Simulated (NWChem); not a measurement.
# H$_{2}$TeS; SMILES [TeH]S

```xyz
4

Te     0.0281     0.5859     0.0082
H     -1.6346     0.7698     0.0125
S      0.0107    -1.8264     0.0530
H      0.0047    -2.0156    -1.2865
```
Atoms are numbered in this order, from 1.

Coordinates come from a PBE0/def2-SVP optimisation. B3LYP is NWChem's, with the RPA form of VWN correlation. def2 effective core potentials on Te; no spin-orbit coupling.

**Question.** List the 4 lowest vertical singlet excitations from B3LYP/def2-SVPD with def2 effective core potentials on Te, full TDDFT (NWChem).

**Answer.** 
```csv
state,energy (eV),oscillator strength,leading excitation (squared amplitude)
S1,3.13,0.002,HOMO → LUMO (1.00)
S2,3.91,0.007,HOMO−1 → LUMO (0.99)
S3,4.60,0.013,HOMO → LUMO+1 (1.00)
S4,5.48,0.024,HOMO → LUMO+2 (0.98)
```
